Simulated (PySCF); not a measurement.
Job file and geometry (Å, from PBE0-D3(BJ)/def2-SVP) of an NMR shielding run on SMILES NB(N)NC=O, CH₆BN₃O, PySCF 2.14.0, density-fitted response routines, GIAO PBE0/pcSseg-1 NMR shielding, non-relativistic, gas phase; density fitting, a coarse starting grid and PySCF grid level 2 are the driver's defaults:

```
$ OMP_NUM_THREADS=1 python probes_run.py task.json out

{"job": {"kind": "nmr", "xc": "PBE0", "basis": "pcSseg-1"}, "charge": 0, "multiplicity": 1}
N     -1.365400    -1.163285    -0.675182
B     -0.539868    -0.154121    -0.111649
N     -1.030057     1.019466     0.485565
N      0.921022    -0.366074    -0.165767
C      1.883969     0.458344     0.323541
O      1.701571     1.512365     0.894154
H     -1.013311    -2.006155    -1.102679
H     -2.372398    -1.099137    -0.685656
H     -2.008675     1.246269     0.570392
H     -0.371978     1.686911     0.871387
H      1.279871    -1.204035    -0.606641
H      2.917642     0.068092     0.150464
```

Question: What does the program print?

Answer: 
```
coarse grid: 10168 points
cycle   1  E = -305.6093833675  dE =  9.088e-01  |g| = 9.081e-01  |ddm| = 2.943e+00
cycle   2  E = -305.1421623718  dE =  4.672e-01  |g| = 1.780e+00  |ddm| = 2.096e+00
cycle   3  E = -305.7590793347  dE = -6.169e-01  |g| = 2.837e-01  |ddm| = 1.660e+00
cycle   4  E = -305.7749206341  dE = -1.584e-02  |g| = 7.787e-02  |ddm| = 2.317e-01
cycle   5  E = -305.7760360535  dE = -1.115e-03  |g| = 1.871e-02  |ddm| = 5.011e-02
cycle   6  E = -305.7761062683  dE = -7.021e-05  |g| = 5.750e-03  |ddm| = 1.329e-02
cycle   7  E = -305.7761126394  dE = -6.371e-06  |g| = 1.677e-03  |ddm| = 4.229e-03
final grid: 98832 points
cycle   8  E = -305.8103177335  dE = -7.789e-06  |g| = 1.386e-02  |ddm| = 1.823e-02
cycle   9  E = -305.8102363207  dE =  8.141e-05  |g| = 2.501e-02  |ddm| = 2.284e-02
cycle  10  E = -305.8103524574  dE = -1.161e-04  |g| = 3.148e-03  |ddm| = 1.648e-02
cycle  11  E = -305.8103543511  dE = -1.894e-06  |g| = 1.728e-04  |ddm| = 1.951e-03
cycle  12  E = -305.8103543563  dE = -5.149e-09  |g| = 1.130e-04  |ddm| = 2.285e-04
cycle  13  E = -305.8103543591  dE = -2.769e-09  |g| = 2.185e-05  |ddm| = 8.908e-05
cycle  14  E = -305.8103543592  dE = -8.663e-11  |g| = 9.996e-06  |ddm| = 1.989e-05
converged SCF energy = -305.8103543592

GIAO shielding tensors (ppm)
atom      isotropic    diamagn.    paramagn.     s11        s22        s33       span
  0 N      218.625     317.545     -98.920    190.629    204.732    260.513     69.885
  1 B       80.118     194.985    -114.867     47.747     88.029    104.577     56.829
  2 N      208.802     319.311    -110.509    166.270    214.634    245.502     79.232
  3 N      116.009     327.618    -211.609    -11.371    162.616    196.782    208.154
  4 C       18.332     243.521    -225.189    -78.548     43.572     89.972    168.520
  5 O     -109.436     401.207    -510.642   -419.047   -224.491    315.230    734.277
  6 H       30.058      31.776      -1.718     23.754     27.395     39.024     15.270
  7 H       29.925      30.950      -1.025     23.335     27.282     39.158     15.823
  8 H       29.511      31.483      -1.971     23.499     26.807     38.229     14.730
  9 H       26.150      32.441      -6.291     16.643     25.416     36.392     19.749
 10 H       27.027      34.108      -7.081     23.675     28.500     28.905      5.231
 11 H       23.067      25.783      -2.715     18.862     23.304     27.036      8.174
```

Size and cost of the density-fitted run: 132 basis functions, 16 s wall time on 1 thread of an x86-64 server CPU, shared host.
